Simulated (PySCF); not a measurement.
# Predicted spectroscopic data

- NMR shieldings at PBE0/pcSseg-1/GIAO
- structure optimised with GFN2-xTB
- code: PySCF 2.14.0 with density-fitted response routines
- averaged over atoms made equivalent by symmetry, fast rotation or ring inversion, a single conformation, gas phase, relativity neglected

References, each an isolated molecule treated in the same way: ¹H (σref 31.72) and ¹³C (σref 186.93) vs TMS. Splittings of carbon signals by F and P are missing where no couplings were computed. Where no couplings were computed, multiplicities follow the n + 1 count of equivalent neighbours, and m marks all less simple cases (inequivalent or close neighbours, rings, F or P nearby). Shifts are as computed. Against solution values, carbons near 30 ppm lie about +3 ppm off and those near 130 ppm about +5 ppm. Of 1211 compounds with measured shifts, 218 miss one by over three times the rms of a fit or turn the order of signals round; such compounds aren't used in these exercises.

Compound 1 (C7H14). ¹H NMR (500 MHz, computed): δ 5.25 (d, 1H), 2.48 (m, 1H), 1.75 (s, 3H), 1.74 (s, 3H), 0.99 (d, 6H). ¹³C{¹H} NMR (computed): δ 140.8 (CH), 135.8 (C), 32.2 (CH), 29.2 (CH3), 25.4 (CH3), 20.0 (CH3). Structure: 2,4-dimethyl-2-pentene (SMILES CC(C)=CC(C)C).

Compound 2 (C7H9OP). ¹H NMR (500 MHz, computed): δ 6.81 (m, 1H), 2.70 (m, 3H), 1.99 (m, 1H), 0.96 (m, 2H), 0.91 (m, 2H). ¹³C{¹H} NMR (computed): δ 202.0 (C), 168.9 (C), 125.3 (CH), 21.7 (CH3), 15.7 (CH), 10.8 (CH2). Structure: SMILES Cc1oc(C2CC2)cp1.
